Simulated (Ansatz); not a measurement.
`C=C(F)I` + `[NH2][AlH2]` → `C=C(F)[NH][AlH2]` + HI  (substitution at a C–I bond)

Program: Ansatz. Geometries: PBE0-D4/def2-TZVP. ΔE: electronic, gas phase. CCSD(T)/CBS is the MP2 limit (def2-TZVPP, def2-QZVPP) plus CCSD(T) − MP2 in def2-TZVPP, frozen cores. This one scheme is used for every species. DFT in def2-TZVPP. B3LYP here is the variant with VWN-RPA as its local correlation; programs differ in this. Elements past krypton have def2 core potentials. For I outer-core shells are correlated without core-valence functions, which leaves a few kJ/mol of doubt a bond. Each species was taken in one conformer, which may not be the lowest.

Is it downhill or uphill in electronic energy at CCSD(T)/CBS, and by how much? (Estimate.)

The calculation gave: Downhill: ΔE = -6.6 kcal/mol.

What do these levels give: r2SCAN-D4, B3LYP-D4, ωB97X-V, ωB97M-V, PBE, r2SCAN, B3LYP, MP2/def2-TZVPP, SCS-MP2/def2-TZVPP, HF/def2-QZVPP, SCS-MP2/def2-QZVPP, CCSD/CBS(def2)? (Best estimate.)

The calculation gave: r2SCAN-D4 -9.4, B3LYP-D4 -8.9, ωB97X-V -9.4, ωB97M-V -9.1, PBE -7.9, r2SCAN -9.2, B3LYP -8.9, MP2/def2-TZVPP -7.1, SCS-MP2/def2-TZVPP -7.2, HF/def2-QZVPP -12.6, SCS-MP2/def2-QZVPP -6.2, CCSD/CBS(def2) -7.5 kcal/mol.

Largest T1 diagnostic among the species: 0.013.

From PBE to PBE0 (25 % exact exchange), in def2-TZVPP and without D4, ΔE moves by −1.8 kcal/mol. In def2-TZVPP, CCSD(T) changes the Hartree–Fock value by +4.7 kcal/mol (the triples alone add +0.9 kcal/mol) and MP2 by +5.8 kcal/mol.
